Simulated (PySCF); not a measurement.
# Te²⁺ (tellurium, charge +2) across methods

[Kr] 4d10 5s1 5p2 6s1, high-spin 5P determinant (an excited configuration). Calculation: PySCF 2.14, in aug-cc-pwCVDZ-PP with ECP28MDF; a scalar-relativistic core potential.

| method | E (hartree) | mean ε 5s α (eV) | mean ε 5p α (eV) | mean ε 6s α (eV) | Σ⟨r²⟩ (bohr²) | ⟨S²⟩ |
| --- | --- | --- | --- | --- | --- | --- |
| wB97M-V | -266.1540 | -42.682 | -30.672 | -14.622 | 54.07 | 6.001 |
| PBE | -266.1575 | -38.121 | -26.947 | -12.724 | 53.71 | 6.001 |
| r2SCAN | -266.2687 | -38.970 | -27.565 | -12.660 | 54.47 | 6.002 |
| BP86 | -266.2807 | -38.245 | -27.044 | -12.897 | 53.58 | 6.001 |
| UHF | -265.31579 | -44.984 | -31.731 | -14.231 | 55.44 | 6.002 |
| LDA | -265.7397 | -38.388 | -27.043 | -12.925 | 53.45 | 6.001 |

Q: Estimate the same row for PBE0.

A: E (hartree) = -266.1843; mean ε 5s α (eV) = -40.045; mean ε 5p α (eV) = -28.311; mean ε 6s α (eV) = -13.185; Σ⟨r²⟩ (bohr²) = 54.05; ⟨S²⟩ = 6.001.

Energies and moments cover only the electrons outside the core potential. The outer electron is Rydberg-like, and this basis confines it to a smaller radius and binds it less than a complete one would.
